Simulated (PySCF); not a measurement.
NMR data simulated for an unnamed compound:

¹H NMR (400 MHz, computed): δ 7.11 (m, 1H), 3.81 (d, 3H), 1.95 (m, 1H), 1.94 (m, 1H), 1.89 (m, 1H), 1.84 (m, 1H), 1.83 (m, 1H), 1.71 (m, 1H), 1.60 (m, 1H), 1.10 (m, 1H), 1.06 (d, 3H).

¹³C{¹H} NMR (computed): δ 34.4 (CH2), 33.4 (CH), 29.0 (CH2), 27.2 (CH2), 22.5 (CH), 14.8 (CH3).

Theoretical values (PySCF 2.14.0 with density-fitted response routines): coordinates at the GFN2-xTB level, PBE0/pcSseg-1 with gauge-including orbitals. Gas phase, equivalent nuclei averaged, non-relativistic Hamiltonian, one conformer.

Referencing at the same level of theory: TMS for ¹H, ¹³C.

Which of these does the molecule contain: a CH3CH2 unit, a CF3 group, a Si–H bond, a benzene ring?

Answers


- A CH3CH2 unit: no.
- A CF3 group: no.
- A Si–H bond: yes (δH 3.81 (d)).
- A benzene ring: no.

The data belong to `C[C@@H]1CC[P@H](=O)C[C@@H]1[SiH3]`, C6H15OPSi; they needn't prove each group on their own.

Carbon signals by region: 6 below 50 ppm.

Splittings by ³¹P in the carbon and heteronuclear signals aren't shown, as no couplings were computed. Shifts are as computed. Against solution values, carbons near 30 ppm lie about +3 ppm off and those near 130 ppm about +5 ppm. Of 1211 compounds with measured shifts, 218 miss one by over three times the rms of a fit or turn the order of signals round; such compounds aren't used in these exercises. Multiplicities follow the n + 1 count of equivalent neighbours, as no J values were calculated; m marks all less simple cases, F and P coupling included.
